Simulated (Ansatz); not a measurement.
Geometry optimisation, RKS PBE-D4/def2-SVP (Ansatz).

input.yaml

```yaml
crystal:
  periodic: [false, false, false]
  atoms:
    - { symbol: "N", position_ang: [-0.4187, 0.9556, 0.1919] }
    - { symbol: B, position_ang: [-0.0101, -0.4426, 0.0203] }
    - { symbol: O, position_ang: [-0.78194, -1.2789, -0.84327] }
    - { symbol: F, position_ang: [1.07543, -1.01396, 0.69538] }
    - { symbol: H, position_ang: [-0.4873, 1.4139, -0.7935] }
    - { symbol: H, position_ang: [-1.4528, 0.9853, 0.5236] }
    - { symbol: H, position_ang: [-1.52153, -1.70328, -0.27259] }
basis:
  gaussian: { orbitals: def2-SVP }
hamiltonian:
  xc: pbe
  dispersion: d4
relax:
  f_tol: 0.015
  max_steps: 40
```

Launched with:

```bash
$ ansatz run input.yaml --threads 1 --pin off --max-ram 2048MiB --backend cpu --events-out ev --progress --plain --runs-dir out
```

Task: Where does it end, and by what steps?

Result: The forces met the threshold. After 13 steps the energy has fallen by 1.567 eV; H6 moved furthest, 1.38 Å.

```
step  energy less start (eV)  largest force component (eV/Å)  accepted
   0                  0.0000                           2.110       yes
   1                 -0.2142                           1.961       yes
   2                 -0.3408                           1.458       yes
   3                 -0.5550                           0.912       yes
   4                 -0.7750                           1.094       yes
   5                 -0.9792                           0.665       yes
   6                 -1.1120                           1.342       yes
   7                 -1.3011                           1.054       yes
   8                 -1.4548                           0.529       yes
   9                 -1.5444                           0.358       yes
  10                 -1.5647                           0.188       yes
  11                 -1.5664                           0.054       yes
  12                 -1.5665                           0.022       yes
  13                 -1.5666                           0.005       yes
```

```xyz
7
Properties=species:S:1:pos:R:3
N -0.578 0.934 0.008
B -0.402 -0.464 0.069
O -0.901 -1.283 -0.915
F 0.271 -1.006 1.118
H -1.073 1.388 -0.756
H -0.219 1.562 0.723
H -0.696 -2.215 -0.725
```

Whether the end is a true minimum wasn't checked by a vibrational analysis.

The run took 33 s on 1 thread of Intel(R) Xeon(R) Platinum 8488C (Sapphire Rapids) (shared host), peak memory 0.24 GiB.
